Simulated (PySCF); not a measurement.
C3H8Si, SMILES C=CC[SiH3].

The structure is a stationary point at B3LYP-D3(BJ)/def2-SVP. One conformer was computed; it need not be the lowest.

Level of theory: PBE/def2-TZVP (PySCF).

Isolated molecule, no solvent.

```json
{
 "total_energy": "-408.32110 hartree",
 "highest_occupied_level": "-6.09 eV",
 "lowest_empty_level": "-0.93 eV",
 "orbital_gap": "5.16 eV",
 "dipole_moment": "0.57 D",
 "quadrupole, principal values (traceless, Buckingham form, about the centre of nuclear charge)": "-3.40, 0.84, 2.56 D·Å",
 "mean_static_polarisability": "67.4 bohr³ (9.99 Å³)",
 "polarisability_principal_values": "56.0, 59.5, 86.9 bohr³"
}
```
